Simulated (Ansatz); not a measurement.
Ligand exchange: MgHCl + C2H3FSn → MgHF + C2H3ClSn

Species: MgHCl `[MgH][Cl]`, singlet; C2H3FSn `C#[C][SnH2][F]`, singlet; MgHF `[F][MgH]`, singlet; C2H3ClSn `C#[C][SnH2][Cl]`, singlet. The partners trade Cl for F: Mg–Cl and Sn–F bonds give way to Mg–F and Sn–Cl.

Shapes, held fixed at every level: PBE0-D4/def2-TZVP. Programs: Ansatz 0.2.0. Electronic energies: no zero-point or thermal term.

Q: Estimate ΔE of this reaction.

A: The highest level, CCSD(T)/def2-TZVPP, gives ΔE = -13.4 kJ/mol; the levels span -15.3 to -9.0. The column of differences is taken from that level and isn't an error. No measured value is set beside it here. For atoms past krypton def2 sets carry core potentials with scalar relativity. Outer-core shells of Mg, Sn are correlated, in sets that cover them unevenly.

```json
{"level": "SPW92/def2-TZVPP", "kind": "LDA", "ΔE (kJ/mol)": "-15.3", "less CCSD(T)/def2-TZVPP": "-1.9"}
{"level": "PBE-D4/def2-TZVPP", "kind": "GGA", "ΔE (kJ/mol)": "-14.6", "less CCSD(T)/def2-TZVPP": "-1.2"}
{"level": "r2SCAN-D4/def2-TZVPP", "kind": "meta-GGA", "ΔE (kJ/mol)": "-9.0", "less CCSD(T)/def2-TZVPP": "+4.4"}
{"level": "PBE0-D4/def2-TZVPP", "kind": "global hybrid", "ΔE (kJ/mol)": "-13.4", "less CCSD(T)/def2-TZVPP": "0.0"}
{"level": "wB97M-V/def2-TZVPP", "kind": "range-separated hybrid", "ΔE (kJ/mol)": "-11.9", "less CCSD(T)/def2-TZVPP": "+1.5"}
{"level": "wB97X-V/def2-TZVPP", "kind": "range-separated hybrid", "ΔE (kJ/mol)": "-9.7", "less CCSD(T)/def2-TZVPP": "+3.7"}
{"level": "CCSD(T)/def2-TZVPP", "kind": "coupled cluster or CI", "ΔE (kJ/mol)": "-13.4", "less CCSD(T)/def2-TZVPP": "0.0"}
```
